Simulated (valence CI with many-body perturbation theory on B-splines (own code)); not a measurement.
**Energy levels of Tc XXXVIII**

Level of theory: relativistic CI+MBPT: four valence electrons over a frozen Dirac-Fock core [He], radial functions for each j: 11 s, 11 p, 10 d, 8 f, 5 g, 2 h, with the one-electron correlation potential Σ1, the two-electron term Σ2, the three-electron term Σ3, Breit, model QED; selected CI, second order for the rest, scaled by the run's own slope (own B-spline code, finite nucleus).

The last digits are not significant, and no measured levels were compared; by estimate large intervals hold to a few tenths of a per cent, small ones and those within an open d or f shell to about a per cent. Among the levels kept, up to 1000 cm⁻¹ of a level comes from second order outside the variational space, and about a tenth of that is noise between levels of different J, which matters for small intervals.

Levels 46 to 90 of 200, with energies above the lowest level, (2s^2 2p1/2^2) J=0. "Leading %" is the weight of the configuration and term that name the level; weights of strongly mixed levels are sums over their largest components and can fall short. In the jj column 3d3/2^4 stands for four electrons in 3d with j = 3/2. Lifetimes count E1, E2, E3, M1 and M2 decay at the calculated energies, and are blank where another channel may lead or the interval is too uncertain; long ones can be off by a factor of two.

```
No.  Configuration  Term  J  E (eV)  Leading %  Lifetime    Second component      g                   Leading jj
 46      2s2.2p.3p    1S  0  3253.4         70    399 fs   25 % 2s2.2p.3p 3P             2s^2 2p3/2 3p3/2 (95 %)
 47      2s.2p2.3s    5P  3  3253.4         52   30.3 fs   38 % 2s.2p2.3s 3D  1.500     2s 2p1/2 2p3/2 3s (84 %)
 48      2s.2p2.3d    5F  1  3254.0         53   63.8 fs   27 % 2s.2p2.3d 3D  0.376      2s 2p1/2^2 3d3/2 (92 %)
 49      2s.2p2.3d    5F  2  3257.2         33   32.7 fs   19 % 2s.2p2.3d 3D  1.202      2s 2p1/2^2 3d3/2 (80 %)
 50      2s.2p2.3s    3P  2  3268.4         46   40.6 fs   24 % 2s.2p2.3s 3D  1.295     2s 2p1/2 2p3/2 3s (90 %)
 51      2s.2p2.3d    5D  3  3271.7         25   9.96 fs   20 % 2s.2p2.3d 3D  1.393      2s 2p1/2^2 3d5/2 (87 %)
 52      2s.2p2.3p   5P°  1  3272.0         39   41.5 fs  30 % 2s.2p2.3p 5D°  1.898  2s 2p1/2 2p3/2 3p1/2 (96 %)
 53      2s2.2p.3d   1D°  2  3272.1         38   6.89 fs  34 % 2s2.2p.3d 3D°  1.008      2s^2 2p3/2 3d3/2 (81 %)
 54      2s2.2p.3d   3F°  3  3276.9         43   6.20 fs  36 % 2s2.2p.3d 3D°  1.160      2s^2 2p3/2 3d3/2 (78 %)
 55      2s2.2p.3d   3F°  4  3277.9         97    138 ps                      1.244      2s^2 2p3/2 3d5/2 (97 %)
 56      2s.2p2.3p   5D°  2  3279.6         44   69.6 fs  17 % 2s.2p2.3p 3D°  1.387  2s 2p1/2 2p3/2 3p1/2 (88 %)
 57      2s2.2p.3d   3P°  1  3280.4         62   5.93 fs  31 % 2s2.2p.3d 3D°  1.168      2s^2 2p3/2 3d3/2 (94 %)
 58      2s2.2p.3d   3P°  0  3281.0         98   6.99 fs                                 2s^2 2p3/2 3d3/2 (98 %)
 59      2s.2p2.3d    3F  2  3283.9         37   8.12 fs   19 % 2s.2p2.3d 1D  0.984      2s 2p1/2^2 3d5/2 (78 %)
 60      2s2.2p.3d   3P°  2  3286.1         50   7.06 fs  26 % 2s2.2p.3d 3D°  1.302      2s^2 2p3/2 3d5/2 (82 %)
 61      2s.2p2.3s    3D  1  3295.9         72   38.8 fs   16 % 2s.2p2.3s 1P  0.679     2s 2p1/2 2p3/2 3s (96 %)
 62      2s2.2p.3d   1F°  3  3296.1         40   4.51 fs  35 % 2s2.2p.3d 3D°  1.181      2s^2 2p3/2 3d5/2 (67 %)
 63      2s.2p2.3p   5D°  3  3299.2         26   15.9 fs  18 % 2s2.2p.3d 1F°  1.258  2s 2p1/2 2p3/2 3p1/2 (66 %)
 64      2s.2p2.3s    3D  2  3300.5         36   79.4 fs   34 % 2s.2p2.3s 1D  1.184     2s 2p1/2 2p3/2 3s (93 %)
 65      2s2.2p.3d   1P°  1  3300.9         68   5.56 fs  17 % 2s2.2p.3d 3P°  1.025      2s^2 2p3/2 3d5/2 (95 %)
 66      2s.2p2.3s    3P  0  3302.7         91   36.5 fs    5 % 2s.2p2.3s 1S            2s 2p1/2 2p3/2 3s (89 %)
 67      2s.2p2.3s    3P  1  3302.9         56   52.6 fs   21 % 2s.2p2.3s 1P  1.556     2s 2p1/2 2p3/2 3s (90 %)
 68      2s.2p2.3p   5D°  3  3310.7         45    131 fs  38 % 2s.2p2.3p 5P°  1.520  2s 2p1/2 2p3/2 3p3/2 (96 %)
 69      2s.2p2.3p   3P°  2  3314.2         34   53.6 fs  32 % 2s.2p2.3p 5S°  1.599  2s 2p1/2 2p3/2 3p1/2 (92 %)
 70      2s.2p2.3p   5P°  1  3315.5         33   26.5 fs  23 % 2s.2p2.3p 3D°  1.656  2s 2p1/2 2p3/2 3p3/2 (97 %)
 71      2s.2p2.3p   3D°  2  3323.3         50   25.3 fs  20 % 2s.2p2.3p 5P°  1.433  2s 2p1/2 2p3/2 3p3/2 (94 %)
 72      2s.2p2.3p   3P°  0  3329.5         64   30.4 fs  24 % 2s.2p2.3p 5D°         2s 2p1/2 2p3/2 3p3/2 (88 %)
 73      2s.2p2.3p   5D°  4  3333.9         56   10.4 ps  43 % 2s.2p2.3p 3F°  1.382  2s 2p1/2 2p3/2 3p3/2 (93 %)
 74      2s.2p2.3p   3F°  2  3337.1         47   36.2 fs  31 % 2s.2p2.3p 1D°  0.895  2s 2p1/2 2p3/2 3p1/2 (92 %)
 75      2s.2p2.3p   3D°  1  3338.5         68   66.4 fs  10 % 2s.2p2.3p 3S°  0.833  2s 2p1/2 2p3/2 3p1/2 (82 %)
 76      2s.2p2.3p   3P°  2  3340.7         56   32.3 fs  13 % 2s.2p2.3p 3D°  1.404  2s 2p1/2 2p3/2 3p3/2 (91 %)
 77      2s.2p2.3p   3P°  0  3342.4         73   19.4 fs  20 % 2s.2p2.3p 1S°         2s 2p1/2 2p3/2 3p1/2 (82 %)
 78      2s.2p2.3p   1P°  1  3347.5         40   13.0 fs  30 % 2s.2p2.3p 3P°  1.275  2s 2p1/2 2p3/2 3p3/2 (82 %)
 79      2s.2p2.3p   3D°  3  3348.5         44   26.0 fs  24 % 2s.2p2.3p 1F°  1.322  2s 2p1/2 2p3/2 3p3/2 (92 %)
 80      2s.2p2.3d    5F  2  3354.7         44   19.8 fs   15 % 2s.2p2.3d 5D  1.214  2s 2p1/2 2p3/2 3d3/2 (97 %)
 81      2s.2p2.3d    5D  0  3355.1         88    140 fs   10 % 2s.2p2.3d 3P         2s 2p1/2 2p3/2 3d3/2 (98 %)
 82      2s.2p2.3d    5D  1  3355.1         57   29.7 fs   19 % 2s.2p2.3d 5F  1.254  2s 2p1/2 2p3/2 3d3/2 (97 %)
 83      2s.2p2.3d    5F  3  3358.5         61   15.5 fs   17 % 2s.2p2.3d 5P  1.285  2s 2p1/2 2p3/2 3d3/2 (76 %)
 84      2s.2p2.3p   3D°  1  3360.9         37   47.1 fs  14 % 2s.2p2.3p 1P°  1.071  2s 2p1/2 2p3/2 3p1/2 (92 %)
 85      2s.2p2.3d    5F  4  3361.2         56    252 fs   35 % 2s.2p2.3d 5D  1.379  2s 2p1/2 2p3/2 3d5/2 (95 %)
 86      2s.2p2.3d    3F  2  3374.8         28   9.98 fs   23 % 2s.2p2.3d 3P  1.269  2s 2p1/2 2p3/2 3d5/2 (95 %)
 87      2s.2p2.3s    3D  3  3375.5         23   8.33 fs   22 % 2s.2p2.3d 3F  1.374         2s 2p3/2^2 3s (38 %)
 88      2s.2p2.3d    3F  4  3377.6         37    926 fs   24 % 2s.2p2.3d 5D  1.276  2s 2p1/2 2p3/2 3d3/2 (71 %)
 89      2s.2p2.3p   3D°  2  3378.2         35   45.4 fs  27 % 2s.2p2.3p 3P°  1.245  2s 2p1/2 2p3/2 3p3/2 (91 %)
 90      2s.2p2.3p   3F°  3  3378.3         47   44.5 fs  31 % 2s.2p2.3p 3D°  1.145  2s 2p1/2 2p3/2 3p3/2 (96 %)
```
